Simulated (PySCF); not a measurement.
The third ionisation energy along the third row

Calculated with PySCF 2.14 from differences of total energies of unrestricted determinants, without spin-orbit coupling. Values in eV. The last column holds reference values (NIST; (s) semi-empirical, (t) theoretical, else measured). Unmarked ones compare directly (S terms, centres of terms, or small fine structure); those marked * lie between the lowest fine-structure levels and include a spin-orbit shift.

```json
{"element": "Al (aug-cc-pCVTZ-DK, spin-free X2C)", "configurations": "[Ne] 3s1 → [Ne]", "MP2 (valence)": "n/a", "CCSD (valence)": "n/a", "LDA": "28.868", "PBE": "28.868", "CCSD (valence and next inner shell)": "28.360", "CCSD (all electrons)": "28.355", "reference": "28.448"}
{"element": "Si (aug-cc-pCVTZ-DK, spin-free X2C)", "configurations": "[Ne] 3s2 → [Ne] 3s1", "MP2 (valence)": "32.894", "CCSD (valence)": "33.240", "LDA": "33.590", "PBE": "33.447", "CCSD (valence and next inner shell)": "33.368", "CCSD (all electrons)": "33.363", "reference": "33.493"}
{"element": "P (aug-cc-pCVTZ-DK, spin-free X2C)", "configurations": "[Ne] 3s2 3p1 → [Ne] 3s2", "MP2 (valence)": "29.873", "CCSD (valence)": "30.001", "LDA": "30.192", "PBE": "30.227", "CCSD (valence and next inner shell)": "30.032", "CCSD (all electrons)": "30.035", "reference": "30.203 *"}
{"element": "S (aug-cc-pCVTZ-DK, spin-free X2C)", "configurations": "[Ne] 3s2 3p2 → [Ne] 3s2 3p1", "MP2 (valence)": "34.634", "CCSD (valence)": "34.679", "LDA": "34.868", "PBE": "34.825", "CCSD (valence and next inner shell)": "34.711", "CCSD (all electrons)": "34.714", "reference": "34.86 ± 0.04 (s) *"}
{"element": "Cl (aug-cc-pCVTZ-DK, spin-free X2C)", "configurations": "[Ne] 3s2 3p3 → [Ne] 3s2 3p2", "MP2 (valence)": "39.614", "CCSD (valence)": "39.545", "LDA": "39.660", "PBE": "39.576", "CCSD (valence and next inner shell)": "39.577", "CCSD (all electrons)": "39.580", "reference": "39.8 ± 0.11 (s) *"}
{"element": "Ar (aug-cc-pCVTZ-DK, spin-free X2C)", "configurations": "[Ne] 3s2 3p4 → [Ne] 3s2 3p3", "MP2 (valence)": "40.211", "CCSD (valence)": "40.323", "LDA": "40.846", "PBE": "40.729", "CCSD (valence and next inner shell)": "40.363", "CCSD (all electrons)": "40.366", "reference": "40.735 ± 0.012 (s) *"}
```

"Valence" correlates the outer s and p shells and, in groups 3 to 12 and the f block, the outer d or f shell, open or full, or the next shell where the ion has no valence electron left; the wider scheme adds the next inner shell.
